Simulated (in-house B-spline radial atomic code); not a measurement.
RPA and G0W0 for neutral copper, [Ar] 3d10 4s1, highest spin, as one setting changes: the radius of a hard wall (bohr). Start: PBE0. A dash marks a level of low quasi-particle weight. Computed with an all-electron radial atomic-structure program (B-spline basis): all electrons, non-relativistic, point nucleus, each spin shell either full or empty, empty states to l = 9 with an (l + 1/2)⁻⁴ tail; G0W0 by contour deformation at full frequency.

```tsv
radius of a hard wall (bohr)	mean-field level (eV)	G0W0 level (eV)	RPA correlation (Eh)
2	74.97	4s up 69.01	-2.1191
2.5	29.988	4s up 24.909	-2.1518
3	?	?	?
3.5	?	?	?
4	0.010	4s up -3.747	-2.1823
5	-3.455	4s up -6.740	-2.1798
6	-4.638	4s up -7.621	-2.1755
8	-5.256	4s up -7.913	-2.1704
12	-5.365	4s up -7.854	-2.1687
```

Q: What belongs in the row for 3?

A: mean-field level (eV): 12.213; G0W0 level (eV): 4s up 7.697; RPA correlation (Eh): -2.171.

Q: What belongs in the row for 3.5?

A: mean-field level (eV): 4.101; G0W0 level (eV): 4s up 0.009; RPA correlation (Eh): -2.1798.
